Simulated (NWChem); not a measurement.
# AuCl

```xyz
2

Au     0.0000     0.0000    -0.3990
Cl     0.0000     0.0000     1.8540
```
Charge 0, spin multiplicity 1.

Program: NWChem. All single points use one geometry, from PBE0/def2-SVP with def2 effective core potentials on Au, a minimum by its harmonic frequencies.

Symmetry labels belong to the abelian group C2v used in the runs, with the axes of the coordinates shown; states degenerate in a higher group split over its labels.

Effective core potentials replace the inner electrons of Au; spin-orbit coupling is left out. The structure started from a generated list of species.

**Question.** List the lowest 3 singlet excitations that CIS/def2-SVPD with def2 effective core potentials on Au gives, with oscillator strengths.

**Answer.** 
| state | symmetry | energy (eV) | wavelength (nm) | f |
|---|---|---|---|---|
| 1 | a1 | 3.66 | 339 | 0.030 |
| 2 | b1 | 3.86 | 321 | 0.017 |
| 3 | b2 | 3.86 | 321 | 0.017 |
